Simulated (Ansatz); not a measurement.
Geometry optimisation, Ansatz, RKS B3LYP-D4/6-31G*.

Input file:

```yaml
crystal:
  periodic: [false, false, false]
  atoms:
    - { symbol: B, position_ang: [0.020565, 0.731628, -0.319479] }
    - { symbol: H, position_ang: [-0.08744, -0.470612, 1.758352] }
    - { symbol: "N", position_ang: [1.262062, 0.148102, -0.600635] }
    - { symbol: H, position_ang: [1.336517, -0.735344, -1.086024] }
    - { symbol: H, position_ang: [2.154247, 0.518226, -0.308454] }
    - { symbol: C, position_ang: [-1.330631, 0.080838, -0.820239] }
    - { symbol: H, position_ang: [-1.412477, -0.966323, -0.50002] }
    - { symbol: H, position_ang: [-2.217746, 0.605531, -0.452537] }
    - { symbol: H, position_ang: [-1.37734, 0.080819, -1.917189] }
    - { symbol: S, position_ang: [-0.097707, 2.348846, 0.61998] }
    - { symbol: H, position_ang: [1.220942, 2.562782, 0.849022] }
    - { symbol: H, position_ang: [-0.240993, 0.160706, 2.039626] }
basis:
  gaussian: { orbitals: "6-31G*" }
hamiltonian:
  xc: b3lyp
  dispersion: d4
relax:
  f_tol: 0.03
  max_steps: 50
```

Run as:

```bash
$ ansatz run input.yaml --threads 2 --pin off --max-ram 3072MiB --backend cpu --events-out ev --progress --plain --runs-dir out
```

**Question.** Where does it end, and by what steps?

**Answer.** The forces met the threshold. The force dipped under the threshold on the way, but the program's further checks kept it going. After 27 steps the energy has fallen by 0.258 eV; H2 moved furthest, 1.25 Å.

```
step  energy less start (eV)  largest force component (eV/Å)  accepted
   0                  0.0000                           1.478       yes
   1                 -0.1521                           0.258       yes
   2                 -0.2003                           0.254       yes
   3                 -0.2243                           0.204       yes
   4                 -0.2304                           0.300       yes
   5                 -0.2305                           0.320       yes
   6                 -0.2398                           0.191       yes
   7                 -0.2443                           0.097       yes
   8                 -0.2461                           0.024       yes
   9                 -0.1982                           1.256        no
  10                 -0.2466                           0.044       yes
  11                 -0.2466                           0.183       yes
  12                 -0.2482                           0.080       yes
  13                 -0.2503                           0.034       yes
  14                 -0.2511                           0.028       yes
  15                 -0.2349                           0.599        no
  16                 -0.2521                           0.131       yes
  17                 -0.2521                           0.141        no
  18                 -0.2534                           0.017       yes
  19                 -0.2542                           0.033       yes
  20                 -0.2552                           0.079       yes
  21                 -0.2555                           0.134       yes
  22                 -0.2563                           0.072       yes
  23                 -0.2570                           0.036       yes
  24                 -0.2578                           0.039       yes
  25                 -0.2538                           0.281        no
  26                 -0.2511                           0.308        no
  27                 -0.2580                           0.008       yes
```

```xyz
12
Properties=species:S:1:pos:R:3
B 0.017 0.772 -0.504
H -0.140 -0.605 3.003
N 1.246 0.108 -0.626
H 1.313 -0.801 -1.062
H 2.132 0.464 -0.298
C -1.323 0.144 -1.059
H -1.197 -0.897 -1.381
H -2.123 0.166 -0.310
H -1.690 0.715 -1.923
S -0.104 2.426 0.307
H 1.203 2.616 0.597
H -0.104 -0.043 2.519
```

Whether the end is a true minimum wasn't checked by a vibrational analysis.

Time of the run: 66 s on 2 threads of Arm Neoverse V1, with other jobs on the host, peak memory 0.16 GiB.
